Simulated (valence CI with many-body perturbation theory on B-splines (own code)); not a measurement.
## Level structure of Bi32+

Level of theory: valence CI with perturbative core correlation (CI+MBPT): five valence electrons over a frozen Dirac-Fock core [Kr] 4d10, a basis of 7 s, 7 p, 7 d, 7 f, 4 g, 2 h functions for each j, with the one-electron correlation potential Σ1 (screened to all orders), the two-electron term Σ2, the three-electron term Σ3, Breit, model QED; selected single and double excitations, second order for the rest, scaled by the run's own slope (own B-spline code, finite nucleus).

No measured spectrum was set against this ion. As an estimate, large intervals hold to a few tenths of a per cent, small ones and those within an open d or f shell to about a per cent. Among the levels kept, up to 960 cm⁻¹ of a level comes from second order outside the variational space, and about a tenth of that is noise between levels of different J, which matters for small intervals. Only levels of the ground parity were solved; by the run's estimate the other parity begins above the list, which can be wrong where configurations are misplaced.

Levels 46 to 90 of 193, with energies above the lowest level, (4f5/2^5) J=5/2. "Leading %" is the weight of the configuration and term that name the level; weights of strongly mixed levels are sums over their largest components and can fall short. In the jj column 3d3/2^4 stands for four electrons in 3d with j = 3/2. Lifetimes count E1, E2, E3, M1 and M2 decay at the calculated energies, and are blank where another channel may lead or the interval is too uncertain; long ones can be off by a factor of two.

```tsv
No.	Configuration	Term	J	E (cm⁻¹)	Leading %	Leading jj	Second component	Lifetime
46	4f5	2H°	11/2	168650	40	4f5/2^3 4f7/2^2 (59 %)	20 % 4f5 4G°	278 μs
47	4f5	4F°	7/2	168760	35	4f5/2^3 4f7/2^2 (51 %)	25 % 4f5 2G°	209 μs
48	4f5	2K°	15/2	170440	37	4f5/2^3 4f7/2^2 (74 %)	28 % 4f5 4I°	437 μs
49	4f5	6P°	7/2	170470	35	4f5/2^3 4f7/2^2 (42 %)	26 % 4f5 4D°	367 μs
50	4f5	4F°	9/2	170950	34	4f5/2^3 4f7/2^2 (57 %)	20 % 4f5 4H°	383 μs
51	4f5	4K°	17/2	174440	54	4f5/2^2 4f7/2^3 (95 %)	29 % 4f5 4M°	248 μs
52	4f5	4G°	5/2	174730	36	4f5/2^2 4f7/2^3 (50 %)	30 % 4f5 4F°	161 μs
53	4f5	4D°	3/2	175200	45	4f5/2^2 4f7/2^3 (61 %)	18 % 4f5 2P°	111 μs
54	4f5	4G°	5/2	178800	29	4f5/2^3 4f7/2^2 (59 %)	28 % 4f5 4F°	274 μs
55	4f5	4G°	9/2	180490	41	4f5/2^2 4f7/2^3 (53 %)	17 % 4f5 4I°	120 μs
56	4f5	2H°	11/2	182100	30	4f5/2^3 4f7/2^2 (66 %)	27 % 4f5 4I°	281 μs
57	4f5	4P°	1/2	183120	72	4f5/2^2 4f7/2^3 (78 %)	21 % 4f5 4D°	126 μs
58	4f5	4M°	19/2	183180	46	4f5/2^2 4f7/2^3 (88 %)	33 % 4f5 2M°	321 μs
59	4f5	4K°	15/2	183650	55	4f5/2^2 4f7/2^3 (96 %)	26 % 4f5 4L°	261 μs
60	4f5	2I°	13/2	185860	29	4f5/2^3 4f7/2^2 (76 %)	26 % 4f5 4H°	401 μs
61	4f5	2G°	9/2	188790	28	4f5/2^2 4f7/2^3 (61 %)	27 % 4f5 4H°	199 μs
62	4f5	4G°	7/2	189360	26	4f5/2^3 4f7/2^2 (46 %)	22 % 4f5 4H°	214 μs
63	4f5	4L°	19/2	191330	51	4f5/2^2 4f7/2^3 (94 %)	48 % 4f5 2N°	233 μs
64	4f5	2O°	21/2	191900	51	4f5/2^2 4f7/2^3 (80 %)	46 % 4f5 4M°	322 μs
65	4f5	4F°	9/2	193010	31	4f5/2^2 4f7/2^3 (60 %)	24 % 4f5 2H°	145 μs
66	4f5	4G°	11/2	194100	35	4f5/2^2 4f7/2^3 (44 %)	16 % 4f5 2I°	207 μs
67	4f5	4F°	7/2	195920	47	4f5/2^2 4f7/2^3 (65 %)	23 % 4f5 4D°	268 μs
68	4f5	2M°	17/2	198430	52	4f5/2^2 4f7/2^3 (90 %)	25 % 4f5 4L°	299 μs
69	4f5	4H°	13/2	198530	42	4f5/2^2 4f7/2^3 (73 %)	32 % 4f5 2K°	234 μs
70	4f5	2F°	5/2	200240	28	4f5/2^2 4f7/2^3 (62 %)	23 % 4f5 4D°	131 μs
71	4f5	4H°	11/2	204700	27	4f5/2^2 4f7/2^3 (60 %)	25 % 4f5 4K°	187 μs
72	4f5	4F°	3/2	205970	33	4f5/2^2 4f7/2^3 (60 %)	18 % 4f5 4D°	162 μs
73	4f5	4H°	7/2	206700	48	4f5/2^2 4f7/2^3 (42 %)	16 % 4f5 4F°	117 μs
74	4f5	4P°	5/2	207130	37	4f5/2^2 4f7/2^3 (76 %)	22 % 4f5 4F°	177 μs
75	4f5	4P°	1/2	207210	48	4f5/2^3 4f7/2^2 (80 %)	35 % 4f5 4D°	171 μs
76	4f5	4I°	15/2	210150	40	4f5/2^2 4f7/2^3 (60 %)	35 % 4f5 2L°	121 μs
77	4f5	4H°	11/2	211130	23	4f5/2^2 4f7/2^3 (69 %)	23 % 4f5 2I°	212 μs
78	4f5	2K°	13/2	211550	38	4f5/2^2 4f7/2^3 (68 %)	37 % 4f5 4I°	213 μs
79	4f5	4G°	9/2	213210	42	4f5/2^2 4f7/2^3 (49 %)	16 % 4f5 4F°	237 μs
80	4f5	2O°	23/2	217140	100	4f5/2^2 4f7/2^3 (100 %)		849 μs
81	4f5	4G°	5/2	219300	37	4f5/2^2 4f7/2^3 (65 %)	21 % 4f5 4D°	98.8 μs
82	4f5	2G°	7/2	219820	44	4f5/2^2 4f7/2^3 (85 %)	39 % 4f5 2F°	210 μs
83	4f5	4K°	17/2	220890	46	4f5/2^3 4f7/2^2 (47 %)	39 % 4f5 2L°	758 μs
84	4f5	2D°	3/2	221700	50	4f5/2^2 4f7/2^3 (75 %)	25 % 4f5 4P°	136 μs
85	4f5	4I°	15/2	221930	42	4f5/2^2 4f7/2^3 (40 %)	34 % 4f5 2L°	165 μs
86	4f5	4G°	11/2	222070	37	4f5/2^2 4f7/2^3 (53 %)	30 % 4f5 2H°	213 μs
87	4f5	2F°	7/2	222200	32	4f5/2^2 4f7/2^3 (62 %)	25 % 4f5 4F°	212 μs
88	4f5	2H°	9/2	222380	32	4f5/2^2 4f7/2^3 (62 %)	23 % 4f5 4F°	257 μs
89	4f5	4F°	3/2	226340	34	4f5/2^3 4f7/2^2 (60 %)	20 % 4f5 4D°	130 μs
90	4f5	4I°	13/2	226750	46	4f5/2^2 4f7/2^3 (50 %)	20 % 4f5 2I°	191 μs
```

Where two levels of one J and parity lie close, their mixing, g and order are uncertain.
